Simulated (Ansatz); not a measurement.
**A relaxation, step by step**

CH$_{6}$OSn, closed shell, PBE0-D4/def2-TZVP (Ansatz 0.2.0). Settings:

```yaml
hamiltonian: {xc: pbe0, dispersion: d4}
relax: {f_tol: 0.005, max_steps: 200}
```

Start, a step off a saddle point along its unstable mode:

Sn1  (-1.478, 1.048, 0.194)
H2  (-0.435, -0.641, -1.480)
O3  (0.208, -0.398, 0.907)
C4  (1.193, -0.804, 0.310)
H5  (-0.002, -0.907, -1.544)
H6  (-2.165, 1.292, 1.787)
H7  (-0.387, 2.478, 0.055)
H8  (1.311, -1.910, 0.192)
H9  (1.755, -0.157, -0.423)
(Å)

```json
{"step": "1", "energy less the last (meV)": "2344.9", "largest force component (eV/Å)": "16.991"}
{"step": "5", "energy less the last (meV)": "124.3", "largest force component (eV/Å)": "0.430"}
{"step": "9 (rejected trial)", "energy less the last (meV)": "30.7", "largest force component (eV/Å)": "0.741"}
{"step": "13", "energy less the last (meV)": "5.0", "largest force component (eV/Å)": "0.048"}
{"step": "17", "energy less the last (meV)": "3.0", "largest force component (eV/Å)": "0.023"}
{"step": "21", "energy less the last (meV)": "2.7", "largest force component (eV/Å)": "0.028"}
{"step": "25", "energy less the last (meV)": "2.5", "largest force component (eV/Å)": "0.010"}
{"step": "29 (rejected trial)", "energy less the last (meV)": "2.6", "largest force component (eV/Å)": "0.059"}
{"step": "33 (rejected trial)", "energy less the last (meV)": "2.5", "largest force component (eV/Å)": "0.065"}
{"step": "37", "energy less the last (meV)": "2.2", "largest force component (eV/Å)": "0.005"}
{"step": "41", "energy less the last (meV)": "2.2", "largest force component (eV/Å)": "0.008"}
{"step": "45", "energy less the last (meV)": "2.2", "largest force component (eV/Å)": "0.006"}
{"step": "49", "energy less the last (meV)": "1.9", "largest force component (eV/Å)": "0.049"}
{"step": "53", "energy less the last (meV)": "1.5", "largest force component (eV/Å)": "0.046"}
{"step": "57", "energy less the last (meV)": "0.7", "largest force component (eV/Å)": "0.070"}
{"step": "61 (rejected trial)", "energy less the last (meV)": "0.2", "largest force component (eV/Å)": "0.083"}
{"step": "65 (rejected trial)", "energy less the last (meV)": "0.0", "largest force component (eV/Å)": "0.012"}
{"step": "67", "energy less the last (meV)": "0.0", "largest force component (eV/Å)": "0.004"}
```

Step 13, positions (Å) and forces (eV/Å):

```tsv
atom	x	y	z	Fx	Fy	Fz
Sn1	-1.689	1.100	0.383	-0.002	-0.048	-0.011
H2	-0.563	-0.790	-2.177	0.000	0.002	-0.004
O3	-0.162	-0.675	0.888	-0.036	0.021	0.001
C4	0.999	-0.657	0.557	0.029	0.015	-0.005
H5	0.016	-1.160	-2.471	0.000	0.003	-0.005
H6	-1.498	1.550	2.083	0.010	0.010	0.022
H7	-0.179	1.941	-0.072	0.018	0.001	-0.003
H8	1.625	-1.554	0.692	-0.016	0.028	-0.003
H9	1.451	0.246	0.117	-0.003	-0.031	0.009
```

Step 21, positions (Å) and forces (eV/Å):

```
atom       x       y       z      Fx      Fy      Fz
 Sn1  -1.717   1.024   0.425   0.008   0.011   0.014
  H2  -0.553  -0.692  -2.211   0.003   0.001   0.000
  O3  -0.159  -0.698   0.967   0.008  -0.003   0.003
  C4   0.993  -0.675   0.604  -0.002   0.024  -0.021
  H5   0.023  -1.053  -2.523  -0.001   0.000   0.001
  H6  -1.399   1.617   2.066  -0.003  -0.006  -0.017
  H7  -0.239   1.814  -0.204  -0.010  -0.002   0.003
  H8   1.641  -1.547   0.778   0.001   0.002   0.001
  H9   1.410   0.209   0.097  -0.005  -0.028   0.016
```

Step 25, positions (Å) and forces (eV/Å):

```csv
atom,x,y,z,Fx,Fy,Fz
Sn1,-1.727,1.020,0.439,-0.002,-0.007,-0.005
H2,-0.530,-0.676,-2.199,0.003,0.000,-0.002
O3,-0.157,-0.694,0.980,0.005,0.003,-0.008
C4,0.988,-0.681,0.598,-0.008,0.009,0.010
H5,0.039,-1.046,-2.514,-0.002,0.000,0.002
H6,-1.389,1.630,2.066,0.002,0.004,0.009
H7,-0.261,1.807,-0.218,0.004,0.000,-0.002
H8,1.636,-1.553,0.776,0.004,0.000,-0.005
H9,1.402,0.193,0.071,-0.005,-0.009,0.002
```

Last step (67):

```
9
angstrom
Sn -1.8090 0.9479 0.5779
H -0.2213 -0.3825 -2.2392
O -0.1746 -0.7331 1.0780
C 0.9429 -0.7092 0.6215
H -0.0209 -1.0584 -2.4882
H -1.1812 1.7480 2.0317
H -0.4586 1.5943 -0.4069
H 1.6283 -1.5519 0.8020
H 1.2944 0.1449 0.0232
```

The run took about 2.9 min on 4 CPU threads of an Arm Neoverse N1 (shared host).
